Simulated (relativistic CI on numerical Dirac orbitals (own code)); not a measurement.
## What each ingredient does to the levels of Au X

Base calculation: Dirac-Coulomb-Breit CI, orbitals from a KLI potential per configuration, QED by a radiative potential, unscaled Slater integrals.

Configuration list (outside the closed core [Kr] 4d10): 4f¹⁴5s²5p⁶5d², 4f¹⁴5s²5p⁶5d6s, 4f¹⁴5s²5p⁶5d5f, 4f¹⁴5s²5p⁵5d³, 4f¹⁴5s²5p⁶6s², 4f¹⁴5s²5p⁶5d6p, 4f¹⁴5s²5p⁶5f², 4f¹⁴5s²5p⁶5d5g, 4f¹⁴5s²5p⁶6s6p, 4f¹⁴5s²5p⁶5f6s, 4f¹⁴5s²5p⁶6p², 4f¹⁴5s²5p⁶5d6d, 4f¹⁴5s5p⁶5d³, 4f¹⁴5s²5p⁵5d²5f, 4f¹⁴5s²5p⁶5f6p, 4f¹⁴5s²5p⁶5d7s, 4f¹⁴5s²5p⁶5g², 4f¹⁴5s²5p⁶5d7p, 4f¹⁴5s²5p⁶5g6s, 4f¹⁴5s²5p⁶5d6f, 4f¹⁴5s²5p⁵5d²6s, 4f¹⁴5s²5p⁵5d²5g, 4f¹³5s²5p⁶5d³, 4f¹⁴5s²5p⁶5d7d, 4f¹⁴5s²5p⁶5d8s, 4f¹⁴5s²5p⁶5g6p, 4f¹⁴5s5p⁶5d²5f, 4f¹⁴5s²5p⁶5d8p, 4f¹⁴5s²5p⁵5d²6p, 4f¹⁴5s²5p⁶5f5g, 4f¹⁴5p⁶5d⁴, 4f¹⁴5p⁵5d⁵. Double excitations out of closed p, d and f shells are left out; levels of such configurations are missing from the list, as are those of other unlisted configurations, and high levels can miss mixing partners. Some configurations lack a partner that the ground configuration has and come out too high, among them 4f¹⁴5s²5p⁵5d²5f, 4f¹⁴5s²5p⁵5d²6s, 4f¹⁴5s²5p⁵5d²5g, 4f¹⁴5s5p⁶5d²5f, 4f¹⁴5s²5p⁵5d²6p.

Variants: (1) Breit term removed. Shifts of the energy above 4f¹⁴5s²5p⁶5d² ³F2, in cm⁻¹, for the lowest level and the first level of each name with at least 55 % of one term (blank where a level changes its place among those of its configuration and J or its character, or is not in the variant):

| Level | Base | Δ(1) |
| --- | --- | --- |
| 4f¹⁴5s²5p⁶5d² ³F2 | 0 | 0 |
| 4f¹⁴5s²5p⁶5d² ³F3 | 17230 | +403 |
| 4f¹⁴5s²5p⁶5d² ³P0 | 22055 | +83 |
| 4f¹⁴5s²5p⁶5d² ³F4 | 28919 | +558 |
| 4f¹⁴5s²5p⁶5d² ³P1 | 33051 | +399 |
| 4f¹⁴5s²5p⁶5d² ¹G4 | 47764 | +733 |
| 4f¹⁴5s²5p⁶5d² ¹S0 | 86826 | +752 |
| 4f¹⁴5s²5p⁶5d6s ³D1 | 263625 | -109 |
| 4f¹⁴5s²5p⁶5d6s ³D2 | 266336 | -84 |
| 4f¹⁴5s²5p⁶5d6s ³D3 | 284567 | +360 |
| 4f¹⁴5s²5p⁶5d6s ¹D2 | 291116 | +359 |
| 4f¹⁴5s²5p⁶5d6p ³F°2 | 372879 | -512 |
| 4f¹⁴5s²5p⁶5d6p ³D°1 | 377875 | -475 |
| 4f¹⁴5s²5p⁶5d6p ³P°1 | 420889 | -59 |
| 4f¹⁴5s²5p⁶5d6p ³P°0 | 424325 | -57 |
| 4f¹⁴5s²5p⁶5d6p ³F°4 | 437946 | +407 |
| 4f¹⁴5s²5p⁶5d6p ³P°2 | 438663 | +394 |
| 4f¹⁴5s²5p⁵5d³ ⁵D°0 | 447423 | +1022 |
| 4f¹⁴5s²5p⁶5d6p ¹P°1 | 448645 | +427 |
| 4f¹⁴5s²5p⁵5d³ ⁵S°2 | 453413 | +1307 |
| 4f¹⁴5s²5p⁵5d³ ⁵G°6 | 470644 | +1486 |
| 4f¹⁴5s²5p⁵5d³ ³P°0 | 480702 | +1053 |

At this charge transitions that keep the count of f electrons are usually good to a few per cent. Terms inside the open d or f shell come out 10 to 20 % too wide with unscaled integrals. Levels and lines within the n = 5 or 6 shells can be off by up to 10 % or somewhat more, and those that change n by about 2 %, since core polarisation is missing. Levels that differ in their count of f electrons can be misplaced by several ten thousand cm⁻¹, since the correlation energy of f electrons is missing or only estimated; rates across such gaps can be off by orders of magnitude.

Ionisation energy from one configuration of each of the two ions, the ground ones as tabulated or assumed: base 149.049 eV; Breit term removed 149.108 eV. The NIST ASD value (theoretical) is 149 ± 2.2 eV.

LS names give the leading component of a level, which can be under half, so a name can repeat, a term be missing and a line seem to break the LS rules.
